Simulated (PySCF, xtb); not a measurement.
SeCl2, SMILES Cl[Se]Cl.

The structure is a stationary point at PBE0-D3(BJ)/def2-TZVP. The isomer is the one that the SMILES or the coordinates give; other isomers of the formula were not compared.

Calculation: IEF-PCM-B3LYP/def2-SVP in PySCF.

The values are the electrostatic part of the solvation free energy, E(continuum) − E(gas) at the gas-phase geometry, in a cavity of scaled van der Waals radii (PySCF's table); cavitation and dispersion terms are not included. In vacuum the orbital gap is 4.00 eV. The dipole moment in vacuum is 1.08 D.

Computed values in water (ε = 78.36), N,N-dimethylformamide (ε = 37.22), chloroform (ε = 4.71):
```csv
solvent,ε,ΔG(elec) (kcal/mol),dipole (D),gap (eV)
water,78.36,-1.7,1.44,4.06
"N,N-dimethylformamide",37.22,-1.6,1.43,4.06
chloroform,4.71,-1.1,1.33,4.04
```

For comparison, GFN2-xTB/ALPB(water) (xtb, at the GFN2-xTB geometry, all terms of that model) gives 0.7 kcal/mol.
